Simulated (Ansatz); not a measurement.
`OB(O)O` + `[F][AlH][Br]` → `OBO` + `[OH][Al]([F])[Br]`  (redistribution)

Gas-phase electronic energies from Ansatz, PBE0-D4/def2-TZVP geometries. CCSD(T)/CBS is the MP2 limit (def2-TZVPP, def2-QZVPP) plus CCSD(T) − MP2 in def2-TZVPP, frozen cores. This one scheme is used for every species. DFT in def2-TZVPP. For Br outer-core shells are correlated without core-valence functions, which leaves a few kJ/mol of doubt a bond. Scalar relativity is left out up to krypton. One conformer a species, not always the lowest.

```
        level  ΔE (kJ/mol)
       B2PLYP        -12.3
HF/def2-QZVPP         -1.4
```

**Question.** What does CCSD(T)/CBS give? (Estimate.)

**Answer.** Computed: -12.1 kJ/mol. The listed levels differ from it by -0.2, 10.7 kJ/mol.

Largest T1 diagnostic among the species: 0.013.

From PBE to PBE0 (25 % exact exchange), in def2-TZVPP and without D4, ΔE moves by +3.4 kJ/mol. In def2-TZVPP, CCSD(T) changes the Hartree–Fock value by −9.9 kJ/mol (the triples alone add −1.1 kJ/mol) and MP2 by −15.0 kJ/mol.
